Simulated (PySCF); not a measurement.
Computed shifts of a molecule C2H6BFO, PySCF with PBE/pcSseg-1, GIAO, gas phase, equivalent atoms averaged, in ppm (number of nuclei): ¹⁹F: -92.2 (1). ¹³C: 57.7 (1), -3.3 (1). ¹H: 3.96 (3), 0.57 (3). References: ¹¹B against BF3 (σ = 83.9 ppm); ¹⁹F against CFCl3 (σ = 133.6 ppm); ¹³C against TMS (σ = 182.0 ppm); ¹H against TMS (σ = 31.49 ppm); ¹⁷O against H2O (σ = 334.3 ppm), references at their B3LYP-D3(BJ)/def2-TZVP geometries, non-relativistic. Coordinates come from a r2SCAN-D4/def2-SVP optimisation. The values are those of a single conformer.

### Question
Identify the compound among the candidates.
A. CB(F)CO
B. COB(C)F
C. CCOBF
D. CCB(O)F

### Answer
B, COB(C)F
